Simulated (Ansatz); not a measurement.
```yaml
crystal:
  periodic: [false, false, false]
  atoms:
    - {symbol: C, position_ang: [-2.133207, 0.747997, 0.464008]}
    - {symbol: Al, position_ang: [-0.206058, 0.552514, 0.293382]}
    - {symbol: F, position_ang: [0.730699, 1.793448, 0.878341]}
    - {symbol: C, position_ang: [0.806104, -0.946692, -0.492880]}
    - {symbol: N, position_ang: [2.276652, -0.855837, -0.517673]}
    - {symbol: H, position_ang: [-2.681014, -0.105538, 0.057138]}
    - {symbol: H, position_ang: [-2.421005, 0.862671, 1.513914]}
    - {symbol: H, position_ang: [-2.479843, 1.647856, -0.054067]}
    - {symbol: H, position_ang: [0.457166, -1.121065, -1.519206]}
    - {symbol: H, position_ang: [0.529792, -1.877881, 0.019342]}
    - {symbol: H, position_ang: [2.564986, -0.030725, -1.029438]}
    - {symbol: H, position_ang: [2.632727, -0.721948, 0.421040]}
basis:
  gaussian: {orbitals: 6-31G, nuclear_model: gaussian}
magnetization: {spin_polarized: true, initial_magnetization: 2}
hamiltonian: {xc: {name: HF}}
correlation: {method: mp2, frozen_orbitals: {C: 9}}
accuracy: high
```

```sh
$ ansatz run in.yaml --threads 4 --pin off --events-out ev --progress --plain --max-ram 10444MiB
```

Shortened log:

```
Functional definition: HF
  name "HF"
  cite "Fock, Z. Phys. 61, 126 (1930) doi:10.1007/BF01340294"
  parent pbe
  exchange = exact_x
  correlation = 0
Error: "frozen_orbitals" has no count for Al
```

What is wrong with this run?

Frozen orbitals are typed for one element alone, and the program wants a count for each. The input was rejected before any iteration.
